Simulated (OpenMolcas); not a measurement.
## What dynamic correlation does to the levels of Ag6+

| Property | Result |
| --- | --- |
| Program | OpenMolcas 26.06 |
| Basis | ANO-RCC-VQZP [8s7p5d3f2g1h] |
| Scalar Hamiltonian | DKH2, point nucleus |
| Active space | 5 electrons in 5 orbitals (4d) |
| State averaging | 2S+1 = 6 even, 1 root; 2S+1 = 4 even, 24 roots; 2S+1 = 2 even, 75 roots |
| Spin-orbit coupling | RASSI with atomic mean-field integrals over the reference wave functions, term energies averaged over their components |

Methods on the same reference wave functions:
A. CASSCF
B. SS-CASPT2, IPEA 0.25 Eh, imaginary shift 0.1 Eh (closed shells correlated: 4s 4p)
C. MS-CASPT2, IPEA 0.25 Eh, imaginary shift 0.1 Eh (closed shells correlated: 4s 4p)

Energies in cm-1 above 4d5 6S 5/2, the measured ground level; measured values from the list in Gamrath, thesis, University of Mons (2023).

| Level | A | B | C | Measured |
| --- | --- | --- | --- | --- |
| 4d5 6S 5/2 | 0.0 | 0.0 | 0.0 | 0.0 |
| 4d5 4G 5/2 | 35221 | 31170 | 31170 | 29390 |
| 4d5 4G 7/2 | 35900 | 32010 | 32010 | 30378 |
| 4d5 4G 11/2 | 36081 | 32260 | 32260 | 30662 |
| 4d5 4G 9/2 | 36280 | 32460 | 32460 | 30907 |
| 4d5 4P 3/2 [55 %] | 40097 | 34860 | 34860 | 32994 |
| 4d5 4P 1/2 [68 %] | 41492 | 36380 | 36380 | 34605 |
| 4d5 4D 7/2 | 44037 | 38270 | 38270 | 36485 |
| 4d5 4D 1/2 [69 %] | 45824 | 40290 | 40290 | 38685 |
| 4d5 4D 5/2 [56 %] | 46520 | 40970 | 40970 | 39299 |
| 4d5 4D 3/2 [55 %] | 46772 | 41340 | 41340 |  |
| 4d5 2I 11/2 | 51126 | 46620 | 46620 | 44011 |
| 4d5 2I 13/2 | 52394 | 48010 | 48010 | 45546 |
| 4d5 2D 3/2(1) [55 %] | 57401 | 50630 | 50630 |  |
| 4d5 4F 7/2 [51 %] | 58610 | 51710 | 51710 |  |
| 4d5 4F 9/2 [65 %] | 58698 | 51880 | 51880 | 49104 |
| 4d5 4F 5/2 | 60408 | 53650 | 53650 | 51049 |
| 4d5 2F 7/2(1) [55 %] | 62061 | 55570 | 55570 |  |
| 4d5 2H 9/2 [52 %] | 62937 | 56630 | 56630 |  |
| 4d5 4F 3/2 [55 %] | 63018 | 56250 | 56250 |  |
| 4d5 2G 7/2(1) | 66005 | 58740 | 58740 |  |
| 4d5 2H 11/2 | 66238 | 60610 | 60610 | 57962 |
| 4d5 2F 7/2(2) | 70743 | 62440 | 62440 | 59792 |
| 4d5 2S 1/2 | 76881 | 66860 | 66860 |  |

Deviations, from unrounded energies. A percentage is the sum of absolute deviations over the sum of measured energies, with the sign that they share, or ± where signs differ.

| Against measurement | Levels | A | B | C |
| --- | --- | --- | --- | --- |
| mean absolute deviation (cm-1) | 15 | 7300 | 2100 | 2100 |
| other terms of the ground configuration (%) | 15 | +18.0 | +5.1 | +5.1 |

B, C lie about equally close to measurement and A furthest from it. The largest miss of B in the table is 4d5 4F 9/2 [65 %], by +2800 cm-1. The ranking rests on the paired levels alone, and a cruder setting can come out closer through cancelling errors.

Between B and C no level of the table moves by more than 5 cm-1.

The two smallest mean deviations differ by little beside CASPT2's spread within terms, so their order carries little weight.

From A to B the spin-free energies of the other terms of 4d5 shown, above 6S, scale by factors of 0.87 to 0.91, as is usual when dynamic correlation screens the repulsion within a d or f shell.

The lowest spin-free term lies below A's lowest term by 0.365 hartree in B, 0.365 hartree in C.

CASPT2 does not keep the components of a term degenerate, so their means are used; among the terms shown or strongly mixed into the levels shown the widest spread is 460 cm-1 (4d5 4F, C). Without dynamic correlation excited terms often stand tens of per cent too high (terms of higher spin than the ground term too low), and those without a measured partner can miss by more than the paired ones (holds for A). Blocks of more than 70 roots (2S+1 = 2 even) ran without multistate coupling (holds for C). Computed and measured levels are paired by configuration, term and J; levels that our copy of the source lacks, or whose pairing is in doubt (as where it misses far off the trend of its configuration), stay unpaired and out of the deviations. Only configurations of the active space appear. Levels that lie high or do not pair safely by name in every column are left out.

A share in square brackets marks a mixed level and gives the weight of the term that names it, the lowest over the columns. A number in round brackets counts repeated terms of one configuration in the order of the reference energies.
